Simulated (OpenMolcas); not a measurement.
**Ti2+ in CaF2: curves along the breathing mode**

Ti2+ with its 8 nearest fluoride ions, on the Ca site of CaF2 (a = 5.46294 Å, distance in the model lattice 2.366 Å). The rest of the host is ab initio model potentials to 7.6 Å and point charges beyond; the distance is set by hand and nothing relaxes. Ligand basis ANO-RCC-VDZP.

```
Program             : OpenMolcas
Method              : CASSCF
Basis               : ANO-RCC-VDZP [5s4p2d1f]
Scalar Hamiltonian  : DKH2, point nucleus
Active space        : 2 electrons in 5 orbitals (3d)
State averaging     : 2S+1 = 3 even, 10 roots; 2S+1 = 1 even, 15 roots
Spin-orbit coupling : state interaction with AMFI integrals over the reference wave functions
```

Spin-free energies (labels of O, the rotations of Oh) in cm-1 above the lowest fitted minimum, as all ligands move together:

```csv
R (Å),3A2,3T2,3T1,1E,1T2,1A1,3T1(2)
2.17,20,9710,15890,12570,22280,21140,26770
2.221,1060,9640,15330,13580,22140,21880,26020
2.272,4650,12260,17490,17130,24690,25180,28110
2.323,10480,17260,22030,22910,29610,30730,32670
2.374,18280,24330,28690,30670,36600,38270,39390
2.425,27810,33240,37220,40160,45430,47560,48020
2.476,38890,43770,47400,51190,55880,58410,58310
```

Cubic fits give the following; the wavenumber is harmonic, with the mass of all moving ligands, small differences in it between states hang on the degree of the fit, a number in brackets counts states of one label, and the table is a selection of at most 14 states with clean curves.

| State | R0 (Å) | Breathing mode (cm-1) | Minimum (cm-1) |
| --- | --- | --- | --- |
| 3A2 | 2.175 | 482 | 0 |
| 3T2 | 2.196 | 487 | 9330 |
| 3T1 | 2.205 | 484 | 15220 |
| 1E | 2.176 | 482 | 12550 |
| 1T2 | 2.197 | 485 | 21860 |
| 1A1 | 2.181 | 481 | 21070 |
| 3T1(2) | 2.208 | 493 | 25950 |
| 1T1 | 2.196 | 486 | 26120 |
| 1E(2) | 2.217 | 491 | 33890 |
| 1T2(2) | 2.216 | 491 | 34110 |
| 1A1(2) | 2.213 | 491 | 56060 |

The minimum of 3T2 is shifted by +0.0211 Å against 3A2 (from the unrounded fits). With M = 152.0 u for the moving shell, the Huang-Rhys factor in this mode is S = M ω ΔR² / 2ħ = 0.01483 × 152.0 × 482 × 0.0211² = 0.48. Only the first shell moves, against a rigid host.

Without dynamic correlation the repulsion within the d shell is too large (B by tens of per cent), so at a given field states of lower spin stand too high. Ligand-to-metal charge-transfer states are missing. With no ligand orbital active B as a rule stays too high, so bands that hang on it stand too high and its fall with covalency is understated. With metal d orbitals alone and no dynamic correlation 10Dq can be off by a tenth to a fifth, either way, in oxide and fluoride hosts. No measured value stands beside these numbers.
